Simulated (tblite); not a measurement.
CH7ClSi2.
SMILES: `[SiH3]C([SiH3])Cl`

All values are computed: GFN2-xTB (tblite) harmonic vibrations without scaling, gas phase. This tight-binding method is rough: wavenumbers can miss measured ones by several per cent, in bad cases by 10 to 20. Modes of hydrogen on silicon can be 10 to 20 % off.

Harmonic wavenumbers (cm⁻¹): 124.9, 129.8, 143.8, 163.8, 222.1, 481.0, 512.8, 523.1, 537.8, 650.1, 747.1, 755.0, 769.3, 771.0, 771.1, 791.7, 793.4, 839.3, 1077.4, 1149.9, 2255.7, 2268.7, 2280.2, 2285.3, 2291.7, 2301.6, 2944.4.

A = 3231, B = 2677, C = 1572 MHz; mass 109.977 u (most abundant isotopes); point group Cs, symmetry number 1.

Q: What is the zero-point energy?

A: ½Σν̃ = 14291 cm⁻¹ = 170.96 kJ/mol.

Q: Entropy at 298.15 K, 1 bar (ideal gas, RRHO, classical rotation)?

A: Translation 167.48, rotation 115.31, vibration 75.21: S = 358.0 J/(mol K).

Q: And Cp and H(298.15 K) − H(0)?

A: Cp = 122.43 J/(mol K), of which vibrations give 89.17 (their classical limit is 27 R = 224.5); H(298.15 K) − H(0) = 22.75 kJ/mol without the zero-point energy, 12.83 from vibrations.

Q: How do the functions run with temperature in this model?

A: 
| T (K) | S (J/(mol K)) | Cp (J/(mol K)) | H − H(0) (kJ/mol) | G − H(0) (kJ/mol) | ln q(vib) |
| --- | --- | --- | --- | --- | --- |
| 100 | 263.3 | 62.3 | 4.49 | -21.84 | 0.63 |
| 200 | 315.4 | 92.3 | 12.17 | -50.90 | 2.20 |
| 300 | 358.8 | 122.9 | 22.98 | -84.65 | 3.90 |
| 500 | 432.0 | 163.3 | 52.01 | -164.01 | 7.37 |
| 800 | 516.9 | 197.1 | 106.54 | -306.94 | 12.19 |
| 1000 | 562.5 | 211.6 | 147.50 | -414.99 | 15.06 |

q(vib) and H(0) count from the zero-point level.

Q: Which modes carry the vibrational entropy at 298.15 K?

A: 124.9 cm⁻¹: 12.65; 129.8 cm⁻¹: 12.34; 143.8 cm⁻¹: 11.52; 163.8 cm⁻¹: 10.48; 222.1 cm⁻¹: 8.12; 481.0 cm⁻¹: 2.96 J/(mol K); the other 21 give 17.14 together.

Q: Blend soft modes into free rotors: weight 1/[1 + (100 cm⁻¹/ν̃)⁴] for the oscillator and the rest for a rotor with moment μB/(μ + B), μ = h/(8π²ν), B = 10⁻⁴⁴ kg m². What vibrational entropy results?

A: 74.12 J/(mol K) in place of 75.21, which changes −T·S at 298.15 K by +0.33 kJ/mol.

Q: What must be added to the electronic energy to get the Gibbs energy at 298.15 K and 1 bar?

A: ZPE + [H(298.15 K) − H(0)] − T·S = 170.96 + 22.75 − 106.74 = 86.97 kJ/mol.

Hindered rotation and anharmonicity are outside this model.
